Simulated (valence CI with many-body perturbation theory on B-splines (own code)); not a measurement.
Values are calculated unless marked as measured or tabulated.
# Bi LXXI in three bases

Level of theory: relativistic CI+MBPT: three valence electrons over a frozen Dirac-Fock core [Ne], a basis of 9 s, 9 p, 8 d, 6 f, 3 g, 1 h functions for each j, with the one-electron correlation potential Σ1 (screened to all orders), the two-electron term Σ2, the three-electron term Σ3, Breit, model QED; selected single and double excitations, second order for the rest, scaled by the run's own slope (own B-spline code, finite nucleus).

The last digits are not significant, and no measured levels were compared; by estimate large intervals hold to a few tenths of a per cent, small ones and those within an open d or f shell to about a per cent.

The reference run has the lowest level (3s^2 3p1/2) J=1/2 and an ionisation energy of 8947.82 eV. Its largest variational space holds 8336 state functions.

Levels are named by their leading jj configuration (3d3/2^4 stands for four electrons in 3d with j = 3/2), which in mixed levels can hold well under half, so a name can repeat and another be missing. Letters in brackets count levels of one name in rising energy.

Changed runs:
A. basis 6 s, 6 p, 5 d, 3 f, 1 g
B. basis 5 s, 5 p, 4 d, 2 f

Excitation energies of the reference run in cm⁻¹, and shifts in cm⁻¹:

| Level | Reference | A | B |
| --- | --- | --- | --- |
| (3s 3p1/2^2) J=1/2 | 1636960 | -46 | -86 |
| (3s^2 3p3/2) J=3/2 | 5102200 | -40 | -105 |
| (3s 3p1/2 3p3/2) J=3/2 [a] | 6446630 | -222 | -656 |
| (3s 3p1/2 3p3/2) J=5/2 | 6620200 | -54 | -167 |
| (3s 3p1/2 3p3/2) J=3/2 [b] | 6801110 | -32 | -91 |
| (3s 3p1/2 3p3/2) J=1/2 | 6906030 | -8.2 | +55 |
| (3s^2 3d3/2) J=3/2 | 7301580 | +289 | +934 |
| (3s^2 3d5/2) J=5/2 | 8329810 | +234 | +649 |
| (3s 3p1/2 3d3/2) J=3/2 [a] | 8372220 | -125 | -371 |
| (3p1/2^2 3p3/2) J=3/2 | 8497660 | -75 | -172 |
| (3s 3p1/2 3d3/2) J=5/2 | 8583890 | +92 | +189 |
| (3s 3p1/2 3d3/2) J=1/2 | 8837560 | +197 | +553 |
| Ionisation energy (eV) | 8947.82 | -0.021 | -0.07 |
